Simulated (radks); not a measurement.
Species: the hafnium ion Hf3.5+. Configuration: [Xe] 4f14 5d0.5 (fractional occupations, a model configuration).

All-electron calculation, Dirac Kohn-Sham, PBE, spin-unpolarised, spherical densities, finite nucleus; open shells are shared between the two j in proportion to 2j + 1; Fermi nuclear charge, rms radius 5.347 fm. Program: a radial shooting solver on a logarithmic mesh with Libxc functionals.

Energy parts (hartree):
| part | energy |
|---|---|
| total | -15093.4466 |
| kinetic | 16877.0369 |
| electron-nucleus | -37498.2602 |
| Hartree | 5836.5391 |
| exchange-correlation | -308.7625 |

Orbitals (lengths in bohr, moments of r in powers of bohr; r(max) is where P^2 peaks):
\begin{tabular}{lrrrrrr}
orbital & occ. & eigenvalue (hartree) & r(max) & <r^2> & <r^4> & <1/r> \\ \hline
1s1/2 & 2 & -2396.516 & 0.01190 & 0.0004952 & 6.627e-07 & 83.78 \\
2s1/2 & 2 & -410.6468 & 0.06826 & 0.007584 & 0.0001002 & 20.31 \\
2p1/2 & 2 & -392.3272 & 0.05091 & 0.005432 & 0.00006068 & 20.28 \\
2p3/2 & 4 & -348.5291 & 0.05754 & 0.006638 & 0.00008642 & 17.23 \\
3s1/2 & 2 & -94.52543 & 0.1924 & 0.04968 & 0.003733 & 7.451 \\
3p1/2 & 2 & -86.38682 & 0.1804 & 0.04570 & 0.003311 & 7.367 \\
3p3/2 & 4 & -77.00046 & 0.1940 & 0.05237 & 0.004305 & 6.581 \\
3d3/2 & 4 & -63.19955 & 0.1524 & 0.04080 & 0.002954 & 6.472 \\
3d5/2 & 6 & -61.15222 & 0.1562 & 0.04263 & 0.003201 & 6.284 \\
4s1/2 & 2 & -20.04015 & 0.4379 & 0.2478 & 0.08937 & 3.123 \\
4p1/2 & 2 & -16.70280 & 0.4383 & 0.2567 & 0.09867 & 3.012 \\
4p3/2 & 4 & -14.55578 & 0.4673 & 0.2933 & 0.1288 & 2.739 \\
4d3/2 & 4 & -9.06550 & 0.4660 & 0.3245 & 0.1714 & 2.519 \\
4d5/2 & 6 & -8.67237 & 0.4753 & 0.3386 & 0.1868 & 2.452 \\
5s1/2 & 2 & -3.70046 & 1.015 & 1.430 & 3.009 & 1.188 \\
5p1/2 & 2 & -2.74518 & 1.096 & 1.757 & 4.697 & 1.062 \\
5p3/2 & 4 & -2.44897 & 1.180 & 2.042 & 6.342 & 0.9704 \\
4f5/2 & 6 & -1.90191 & 0.4521 & 0.5676 & 0.8195 & 1.939 \\
4f7/2 & 8 & -1.83756 & 0.4573 & 0.5892 & 0.8908 & 1.909 \\
5d3/2 & 0.2 & -1.22154 & 1.524 & 3.931 & 25.43 & 0.6910 \\
5d5/2 & 0.3 & -1.19376 & 1.561 & 4.107 & 27.66 & 0.6739 \\
\end{tabular}

The highest occupied level is 5d5/2 at -32.484 eV. The density falls to 0.001 e/bohr^3 at r = 3.08 bohr. Summed over all electrons, <r^2> = 31.07 bohr^2, which gives a Langevin (diamagnetic) susceptibility term of -24.6 x 10^-6 cm^3/mol.

Run on one thread of a shared host, so times are rough (Arm Neoverse N1): 0.23 s of CPU time, 0.23 s wall, 15 iterations on 2197 mesh points.
